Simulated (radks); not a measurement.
Values are calculated unless marked as measured or tabulated.
Valence configurations of Os III (all share [Xe]). Level of theory: scalar-relativistic Kohn-Sham, SCAN, spin-polarised, spherical densities, finite nucleus; open shells are filled with parallel spins first (spin-orbit coupling, left out, can overturn this in heavy ions); meta-GGA in the generalised Kohn-Sham scheme; Fermi nuclear charge, rms radius 5.4126 fm (a radial shooting solver on a logarithmic mesh with Libxc functionals). Order these by energy: 4f14 5d6; 4f13 5d6 6s1; 4f14 5d5.5 6s0.5; 4f13.5 5d6.5; 4f12 5d8; 4f14 5d5.5 6p0.5; 4f14 5d5 6s1.

Answer. From the lowest, in eV above it: 4f14 5d5 6s1 0.000; 4f14 5d5.5 6s0.5 0.663; 4f14 5d6 1.060; 4f14 5d5.5 6p0.5 4.627; 4f13.5 5d6.5 26.221; 4f13 5d6 6s1 54.326; 4f12 5d8 113.61. NIST lists [Xe] 4f14 5d6 as the ground configuration; this level of theory puts 4f14 5d5 6s1 lower, by 1.060 eV. The energies are those of spherical high-spin densities, not of single terms. No valid solution was reached for [Xe] 4f12 5d6 6s2; [Xe] 4f12 5d5 6s2 6p1; [Xe] 4f13 5d4 6s2 6p1.
